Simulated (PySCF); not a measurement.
ClFH₈N₂Si₃, SMILES F[Si](Cl)(N[SiH3])N[SiH3].

Geometry: PBE-D3(BJ)/def2-SVP. Other conformers were not sampled.

Level of theory: PBE-D3(BJ)/def2-SVP in PySCF.

Frequencies are harmonic and unscaled.

| mode | ν (cm⁻¹) | IR (km/mol) | moving atoms (share of kinetic energy) |
|---|---|---|---|
| 1 | 37 | 0.8 | Si 47 %, H 23 %, N 19 % |
| 2 | 54 | 0.1 | Si 46 %, H 17 %, N 14 %, F 12 %, Cl 10 % |
| 3 | 81 | 0.3 | H 95 % |
| 4 | 97 | 0.3 | Si 33 %, Cl 30 %, F 16 %, H 13 % |
| 5 | 114 | 2.4 | H 59 %, Si 16 %, Cl 13 % |
| 6 | 118 | 2.8 | H 47 %, F 20 %, Si 19 %, N 10 % |
| 7 | 167 | 4.5 | N 30 %, F 25 %, H 22 %, Cl 18 % |
| 8 | 228 | 0.4 | Si 54 %, N 22 %, H 13 % |
| 9 | 266 | 11.0 | H 28 %, F 26 %, Si 19 %, N 18 %, Cl 9 % |
| 10 | 273 | 8.7 | F 29 %, H 26 %, Cl 18 %, Si 17 %, N 9 % |
| 11 | 325 | 73.3 | H 40 %, N 40 % |
| 12 | 376 | 32.8 | N 32 %, Si 24 %, H 17 %, Cl 14 %, F 13 % |
| 13 | 401 | 53.3 | H 71 %, N 25 % |
| 14 | 506 | 40.4 | Cl 28 %, Si 27 %, N 20 %, H 14 %, F 11 % |
| 15 | 614 | 20.3 | H 53 %, Si 36 % |
| 16 | 649 | 5.2 | H 49 %, Si 43 % |
| 17 | 688 | 30.7 | H 86 %, Si 9 % |
| 18 | 691 | 18.5 | H 86 %, Si 9 % |
| 19 | 755 | 33.4 | N 42 %, H 32 %, Si 21 % |
| 20 | 769 | 169.7 | N 35 %, H 35 %, Si 24 % |
| 21 | 862 | 82.2 | F 37 %, Si 33 %, N 18 %, H 12 % |
| 22 | 897 | 884.8 | H 66 %, Si 19 %, N 15 % |
| 23 | 902 | 104.7 | H 93 % |
| 24 | 903 | 84.0 | H 94 % |
| 25 | 920 | 37.9 | H 74 %, Si 15 %, N 10 % |
| 26 | 926 | 12.8 | H 69 %, Si 15 %, N 14 % |
| 27 | 928 | 33.4 | H 90 % |
| 28 | 969 | 66.6 | H 75 %, N 13 %, Si 11 % |
| 29 | 971 | 70.7 | H 69 %, N 14 %, Si 14 % |
| 30 | 1137 | 82.3 | H 62 %, N 35 % |
| 31 | 1151 | 421.4 | H 55 %, N 37 % |
| 32 | 2169 | 161.4 | H 98 % |
| 33 | 2170 | 44.2 | H 97 % |
| 34 | 2172 | 92.9 | H 97 % |
| 35 | 2173 | 119.1 | H 96 % |
| 36 | 2179 | 80.5 | H 96 % |
| 37 | 2181 | 126.6 | H 96 % |
| 38 | 3512 | 40.5 | H 93 % |
| 39 | 3530 | 46.5 | H 93 % |
